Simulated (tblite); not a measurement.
Q: What does the GFN2-xTB structure of InChI=1S/C5H14N2Si/c1-4-5-7(6)8(2)3/h4,8H,1,5-6H2,2-3H3 look like in three dimensions?

A: 
```xyz
22
C5H14N2Si angstrom
C     -2.7090   -0.7835    1.2346
C     -2.2972   -0.2137    0.1186
C     -1.2535   -0.7874   -0.7915
N     -0.1414    0.1327   -0.9413
N     -0.4488    1.1771   -1.8548
Si     1.4433   -0.0707   -0.2916
C      2.0878    1.6495    0.2061
C      1.3559   -1.2229    1.2067
H     -2.3305   -1.7416    1.5531
H     -3.4476   -0.3285    1.8729
H     -2.6778    0.7498   -0.1903
H     -1.6897   -0.9662   -1.7822
H     -0.8783   -1.7301   -0.3953
H      0.1179    1.0845   -2.6961
H     -0.2300    2.0733   -1.4293
H      2.3696   -0.6326   -1.3041
H      2.2684    2.2774   -0.6618
H      1.3863    2.1702    0.8529
H      3.0276    1.5677    0.7423
H      0.6051   -0.8979    1.9198
H      1.1184   -2.2399    0.9132
H      2.3129   -1.2478    1.7173
```

Any rigid rotation of these coordinates is as good. Atoms count from 1 in this order. The 2 C–C bonds span 1.319 Å (C1=C2, drawn double) to 1.499 Å (C2–C3, drawn single), a spread of 0.180 Å. N4 (hydrazine nitrogen) is planar (angles 126.2°, 121.8° and 111.5°, sum 359.5°, 0.06 Å off the plane of its three neighbours). N5 (hydrazine nitrogen) is pyramidal (angles 110.1°, 109.4° and 107.8°, sum 327.4°, 0.38 Å off the plane of its three neighbours). Of the pairs four or more bonds apart, C8···H13 is among the closest relative to their van der Waals radii: 2.80 Å, 96 % of the sum of Bondi's values.

Bonds between heavy atoms (Å): C1=C2 1.319, C2–C3 1.499, C3–N4 1.451, N4–N5 1.421, N4–Si6 1.725, Si6–C7 1.903, Si6–C8 1.892.

The geometry is computed with GFN2-xTB (gas phase).

Point group: C1 (no symmetry element, even within 0.4 Å). Its lowest GFN2-xTB frequency is 9 cm⁻¹, too small to tell a flat minimum from a shallow saddle. One conformer, not necessarily the lowest (C1–C2–C3–N4 -121°, C2–C3–N4–N5 -79°, C3–N4–Si6–C7 -145°).
